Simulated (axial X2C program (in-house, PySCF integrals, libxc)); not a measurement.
Levels of GaBr⁻ by electron attachment to GaBr (EOM-EA-CCSD)

Calculated with an in-house all-electron X2C program for linear molecules (integrals from PySCF): two-component X2C with atomic mean-field Coulomb and Gaunt terms, Gaussian nuclei, basis Br dyall-acv3z, Ga dyall-acv3z with contracted cores.

R = 2.374 Å (near the PBE0 minimum at charge 0 of the determinant lowest at the starting distance; the state shown can have its own minimum elsewhere).

Levels of GaBr⁻ obtained by attaching an electron to GaBr:

```
  Ω  binding energy (eV)  above lowest (cm⁻¹)                  attached spinor  one-particle weight
1/2                0.096                    0              80% Ga pπ, 6% Br dπ                 0.96
3/2                0.057                  314              81% Ga pπ, 6% Br dπ                 0.96
1/2               -0.456                 4454             70% Ga pσ, 28% Ga sσ                 0.99
1/2               -0.722                 6602             65% Ga sσ, 24% Ga pσ                 0.99
1/2               -0.836                 7520                        95% Ga pπ                 0.99
3/2               -0.848                 7614                        95% Ga pπ                 0.99
1/2               -1.969                16659  54% Ga pσ, 14% Ga dσ, 14% Br pσ                 0.97
```

Take the first Ω = 1/2 and Ω = 3/2 rows of π character: how far apart are they, and which lies lower?

E(3/2) − E(1/2) = 314 − 0 = 314 cm⁻¹ at EOM-EA-CCSD: regular, Ω = 1/2 lower. Splittings at this level can be off by ten to twenty per cent.

Negative binding energies belong to unbound states, resonances or levels that the basis set holds; within some tenths of an eV of zero the sign is not settled.

This point took 9.9 s on 1 thread of AMD EPYC 9R14 (Zen 4), with other jobs on the host.

Reference electrons by ω block (each with its −ω partner): 1/2: 22, 3/2: 9, 5/2: 2. 10 electrons of GaBr correlated (inner shells frozen), 92 natural virtual spinors (a truncated set); levels can be off by some tenths of an eV. Roots sought by Ω: (1/2: 5, 3/2: 4, 5/2: 2, 7/2: 1); the list ends where they run out and leaves out roots under 60 % one-particle weight. The solver can skip a root, and states that need a further excitation, which the method places far too high, are missing though they may lie low or lowest. T1 of the reference 0.012 (Lee–Taylor). Number of frozen shells: Br 3 s, 2 p, 1 d; Ga 3 s, 2 p, 1 d.
